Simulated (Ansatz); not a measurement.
Cartesian coordinates in Å:
```
F 0.849 -0.672 -2.309
B 0.347 0.053 -1.286
S -1.204 -0.881 -0.420
B -0.258 -0.336 1.264
F -0.208 -1.353 2.151
S 1.509 -0.083 0.345
H 0.062 1.202 -1.476
H -2.101 0.114 -0.480
H -0.673 0.728 1.626
H 1.677 1.226 0.585
```

The species carries charge 0 and has multiplicity 1.

List the ωB97M-V/def2-TZVPP orbital energies in eV (Ansatz). (An estimate is asked.)

The calculation gave: Occupied: -2427.88, -2427.88, -677.26, -677.26, -221.90, -221.90, -189.88, -189.88, -165.00, -165.00, -164.90, -164.90, -164.88, -164.88, -36.10, -36.09, -25.27, -23.87, -18.27, -17.96, -16.59, -15.79, -15.68, -15.51, -15.38, -14.72, -13.95, -13.84, -11.60, -11.33, -10.86, -10.82. Lowest empty: 1.00, 1.62, 2.42, 2.63, 3.04, 3.51, 3.71, 3.90.
